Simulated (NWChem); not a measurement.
Molecule: SiN₂H₄Cl₂; SMILES N[Si](Cl)(Cl)N

```xyz
9

N      0.2766    -1.3580    -1.3545
Si     0.0000     0.0000    -0.3605
N     -0.2766     1.3580    -1.3545
Cl     1.6603     0.0791     0.8960
Cl    -1.6603    -0.0791     0.8960
H     -0.4130    -1.6037    -2.0554
H      0.7581    -2.1703    -0.9894
H      0.4130     1.6037    -2.0554
H     -0.7581     2.1703    -0.9894
```
Atoms are numbered in this order, from 1.

Computed with NWChem. Structure relaxed at the B3LYP/6-31G* (spherical d) level. Level: B3LYP/def2-SVP with SMD (1 M gas to 1 M solution), gas-phase geometry. Reactions with the solvent are ignored.

For solvent anisole:

solvation free energy (kcal/mol): -5.5
cavity-dispersion-structure term (kcal/mol): 0.1
dipole in solution (D): 2.89

Task: What are these values for solvent water?

Result: 
* **solvation free energy (kcal/mol)**: -4.0
* **cavity-dispersion-structure term (kcal/mol)**: 3.4
* **dipole in solution (D)**: 3.05
